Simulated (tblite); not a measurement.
Species: C6H15NOSi.
Atom-mapped SMILES: `[H]/[N:9]=[CH:8]/[C:5]([SiH2:4][CH2:3][O:2][CH3:1])([CH3:6])[CH3:7]` (hydrogens: H10, H11, H12 on C1; H13, H14 on C3; H15, H16 on Si4; H17, H18, H19 on C6; H20, H21, H22 on C7; H23 on C8; H24 on N9)

Cartesian coordinates in Å at the GFN2-xTB level; atoms count from 1:
```
atom  x, y, z in Å
C1     3.2557    0.3624    0.5762
O2     2.0513   -0.3051    0.8437
C3     1.5700   -1.0571   -0.2548
Si4   -0.2137   -1.4916    0.2448
C5    -1.3370    0.0466   -0.0895
C6    -1.5567    0.2340   -1.5902
C7    -2.6826   -0.1450    0.6117
C8    -0.6188    1.2133    0.4899
N9     0.0206    2.0217   -0.2311
H10    3.1292    1.0926   -0.2332
H11    3.5428    0.8788    1.4906
H12    4.0452   -0.3449    0.2921
H13    2.2077   -1.9349   -0.4220
H14    1.6039   -0.4508   -1.1682
H15   -0.2167   -1.8196    1.6718
H16   -0.7289   -2.6121   -0.5538
H17   -2.0177   -0.6496   -2.0261
H18   -0.6133    0.4319   -2.0893
H19   -2.2075    1.0895   -1.7642
H20   -3.3301    0.7133    0.4342
H21   -3.1821   -1.0322    0.2295
H22   -2.5557   -0.2620    1.6857
H23   -0.6799    1.2776    1.5869
H24    0.5026    2.7630    0.2727
```

Calculated harmonic vibrations of the isolated species, GFN2-xTB (tblite), most abundant isotopes, no scaling. The method is semi-empirical: single wavenumbers can be off by several per cent or more. Modes of hydrogen on silicon can be 10 to 20 % off. One conformer, not necessarily the lowest.

Harmonic wavenumbers (cm⁻¹): 35.8, 40.9, 69.5, 98.8, 146.9, 160.7, 194.4, 221.0, 230.2, 238.7, 248.3, 277.7, 340.2, 361.8, 386.7, 493.1, 518.8, 587.6, 628.3, 678.0, 747.5, 764.5, 790.2, 818.2, 881.5, 970.1, 974.1, 983.9, 1009.8, 1022.7, 1103.1, 1134.2, 1143.9, 1155.6, 1159.8, 1199.3, 1208.3, 1267.0, 1295.6, 1384.4, 1402.2, 1405.4, 1420.1, 1470.1, 1480.5, 1482.2, 1492.2, 1497.9, 1506.1, 1511.4, 1710.5, 2220.0, 2265.2, 2809.9, 2863.3, 2893.3, 2899.2, 2917.3, 3004.6, 3017.7, 3021.1, 3024.6, 3028.8, 3034.6, 3060.6, 3335.6.

A = 1993, B = 952.1, C = 786.0 MHz; mass 145.092 u (most abundant isotopes); point group C1, symmetry number 1.

Zero-point energy?

½Σν̃ = 43373 cm⁻¹ = 518.85 kJ/mol.

Entropy at 200 K, 1 bar (ideal gas, RRHO, classical rotation)?

Translation 162.63, rotation 119.52, vibration 121.07: S = 403.2 J/(mol K).

And Cp and H(200 K) − H(0)?

Cp = 154.31 J/(mol K), of which vibrations give 121.06 (their classical limit is 66 R = 548.8); H(200 K) − H(0) = 19.47 kJ/mol without the zero-point energy, 12.82 from vibrations.

What must be added to the electronic energy to get the Gibbs energy at 200 K and 1 bar?

ZPE + [H(200 K) − H(0)] − T·S = 518.85 + 19.47 − 80.64 = 457.68 kJ/mol.

How do the functions run with temperature in this model?

```
 T (K)  S (J/(mol K))  Cp (J/(mol K))  H − H(0) (kJ/mol)  G − H(0) (kJ/mol)  ln q(vib)
    50          259.3            65.8               2.39             -10.58       1.05
   100          316.0           101.0               6.58             -25.02       2.93
298.15          473.9           203.0              36.99            -104.29      10.54
373.15          523.5           239.9              53.62            -141.71      13.25
   500          601.7           295.7              87.69            -213.14      17.67
   750          738.1           377.2             172.50            -381.07      25.89
  1000          854.6           432.1             274.10            -580.53      33.45
```

q(vib) and H(0) count from the zero-point level.

Hindered rotation and anharmonicity are outside this model. Other conformers, if any are populated, would add a mixing term that is left out. The structure is chiral; the term R ln 2 for an equal mix with its mirror image is left out.
